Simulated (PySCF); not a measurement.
Level of theory: B3LYP/[B def2-TZVP, Br def2-TZVP], no relativity, density fitting, PySCF.

```xyz
4
charge 0 multiplicity 1, angstrom
B     0.0000    0.0000    0.0000
Br    1.9094    0.0000    0.0000
Br   -0.9547    1.6535    0.0000
Br   -0.9547   -1.6535    0.0000
```

BBr3 (singlet), along the line from B1 (at 0) through Br2 (at 1.909 Å).

**Question.** Tabulate the fields along this line at -0.67, -0.48, -0.29, -0.10, 0.19, 0.38, 0.57, 0.76, 0.95, 1.15, 1.34, 1.53, 1.72, 2.00, 2.20, 2.39, 2.58, 2.77, 2.96 Å.

**Answer.** 
```json
{"distance (Å)": "-0.67", "electron density (e/Å³)": "0.549", "electron localisation function": "0.414", "electrostatic potential (V)": "20.9"}
{"distance (Å)": "-0.48", "electron density (e/Å³)": "0.783", "electron localisation function": "0.105", "electrostatic potential (V)": "43.1"}
{"distance (Å)": "-0.29", "electron density (e/Å³)": "3.34", "electron localisation function": "0.31", "electrostatic potential (V)": "104"}
{"distance (Å)": "-0.10", "electron density (e/Å³)": "81.7", "electron localisation function": "1", "electrostatic potential (V)": "505"}
{"distance (Å)": "0.19", "electron density (e/Å³)": "15.2", "electron localisation function": "0.976", "electrostatic potential (V)": "190"}
{"distance (Å)": "0.38", "electron density (e/Å³)": "1.34", "electron localisation function": "0.0663", "electrostatic potential (V)": "64.6"}
{"distance (Å)": "0.57", "electron density (e/Å³)": "0.962", "electron localisation function": "0.666", "electrostatic potential (V)": "30"}
{"distance (Å)": "0.76", "electron density (e/Å³)": "0.988", "electron localisation function": "0.892", "electrostatic potential (V)": "18.2"}
{"distance (Å)": "0.95", "electron density (e/Å³)": "1.13", "electron localisation function": "0.838", "electrostatic potential (V)": "19"}
{"distance (Å)": "1.15", "electron density (e/Å³)": "1.45", "electron localisation function": "0.513", "electrostatic potential (V)": "33.6"}
{"distance (Å)": "1.34", "electron density (e/Å³)": "2.78", "electron localisation function": "0.15", "electrostatic potential (V)": "72.6"}
{"distance (Å)": "1.53", "electron density (e/Å³)": "19.6", "electron localisation function": "0.647", "electrostatic potential (V)": "185"}
{"distance (Å)": "1.72", "electron density (e/Å³)": "130", "electron localisation function": "0.484", "electrostatic potential (V)": "837"}
{"distance (Å)": "2.00", "electron density (e/Å³)": "732", "electron localisation function": "0.706", "electrostatic potential (V)": "2740"}
{"distance (Å)": "2.20", "electron density (e/Å³)": "58.9", "electron localisation function": "0.778", "electrostatic potential (V)": "353"}
{"distance (Å)": "2.39", "electron density (e/Å³)": "6.47", "electron localisation function": "0.32", "electrostatic potential (V)": "111"}
{"distance (Å)": "2.58", "electron density (e/Å³)": "1.64", "electron localisation function": "0.25", "electrostatic potential (V)": "47.6"}
{"distance (Å)": "2.77", "electron density (e/Å³)": "0.845", "electron localisation function": "0.662", "electrostatic potential (V)": "22"}
{"distance (Å)": "2.96", "electron density (e/Å³)": "0.427", "electron localisation function": "0.723", "electrostatic potential (V)": "10.6"}
```

On a grid of 0.10 Å the density has a local minimum along the bond near 0.57 Å from B, at 0.96 e/Å³, where the ELF is 0.67.
